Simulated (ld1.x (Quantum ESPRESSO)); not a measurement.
Before and after: TM semilocal potential for lanthanum

ld1.x (Quantum ESPRESSO) 7.5 input, shortened:

```
&input
   title='La', zed=57., rel=1, dft='PBESOL', iswitch=3,
   config='[Xe] 4f0 5d1 6s2 6p0'
 /
 &inputp
   pseudotype=1, tm=.true., lloc=2,
   nlcc=.false.
 /
4
6S  1  0   2.00   0.00  3.05  3.05  0.0
6P  2  1   0.00   0.00  3.30  3.30  0.0
4F  4  3   0.00   0.00  0.85  0.85  0.0
5D  3  2   1.00   0.00  4.00  4.00  0.0
 &test
   configts(1)='4f0 5d1 6s2 6p0'
 /
```

All-electron outer shells of the reference configuration (PBEsol, scalar-relativistic, ld1.x):

```tsv
shell	level (eV)	outermost node (bohr)	outermost maximum (bohr)
5s	-38.95	0.77	1.41
5p	-22.40	0.83	1.58
4f	-4.39	–	0.75
6s	-3.70	1.86	3.79
5d	-3.10	0.95	2.21
6p	-1.34	2.21	4.93
```

Change: all radii scaled by about 1.06 (s 3.24, p 3.50, d 4.24, f 0.90 bohr).

Cutoffs: the cutoffs (Ry, on a coarse ladder) from which the occupation-weighted sum of valence levels, in a spherical-Bessel basis at the reference potential, stays within 10 and 1 mRy of its value at 400 Ry; they do not see the model core or the augmentation charge, which bear on the density cutoff. Errors are all-electron minus pseudo energies relative to the spin-unpolarised reference configuration.

Task: Predict the effect on cutoff, ghosts and configuration errors.

Result: The potential gets softer (10 Ry and 15 Ry → 8 Ry and 12 Ry); of the 7 tests that both files solve, the error grows in 2 and shrinks in 4 by more than 15 % and 0.3 meV (median size 23.7 → 15.2 meV); neither file shows a bound ghost. A larger radius leaves more room for a smooth pseudo-wave, so fewer plane waves are needed. A semilocal file is local in each channel, so a ghost entry of none says nothing of the separable form that plane-wave codes build from it.

```tsv
quantity	base	changed
cutoff, loose	10 Ry	8 Ry
cutoff, tight	15 Ry	12 Ry
bound ghosts	none	none
error for 4f0 5d1 6s1 6p0, meV [ΔE 6.00 eV]	-13	-15
error for 4f0 5d1 6s0 6p0, meV [ΔE 16.85 eV]	+24	+7.7
error for 4f0 5d1 6s1.5 6p0, meV [ΔE 2.42 eV]	-2.8	-3.3
error for 4f0 5d2 6s1 6p0, meV [ΔE 0.81 eV]	+56	+42
error for 4f0 5d2 6s0 6p0, meV [ΔE 6.05 eV]	+92	+67
error for 4f0 5d0 6s2 6p0, meV [ΔE 6.40 eV]	+196	+178
error for 4f0 5d1.5 6s1.5 6p0, meV [ΔE 0.35 eV]	+17	+12
```

Base: The cutoffs count occupied waves only; the empty 4f level needs 300 Ry at the loose tolerance. Changed file: The cutoffs count occupied waves only; the empty 4f level needs 260 Ry at the loose tolerance.
